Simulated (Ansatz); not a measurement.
Basis-set extrapolation for `O[SiH](F)N[SiH2]F` (PBE0-D4/def2-TZVP geometry, frozen core, the Gaussian-basis code of Ansatz). Multiplicity 1, RHF reference.

```tsv
	def2-TZVPP	def2-QZVPP
HF	-909.413814	-909.449364
MP2 correlation	-1.184866	-1.288276
CCSD(T) correlation	-1.253460	not run
```

Energies in hartree. Use E(X) = E(∞) + A·exp(−7.88·√X) for Hartree–Fock and E(X) = E(∞) + B·X^(−2.97) for correlation, with X = 3 and 4, and add CCSD(T) minus MP2 of the smaller set to the MP2 limit.

What is the CCSD(T) energy at the basis-set limit?

HF limit: -909.449364 + (-0.035550) × 0.13774 = -909.45426. MP2 limit: -1.288276 + (-0.103410) × 0.74074 = -1.36488. Higher-order term: -1.253460 − (-1.184866) = -0.06859. Total: -910.88773 hartree, 6.00 eV below CCSD(T)/def2-TZVPP.
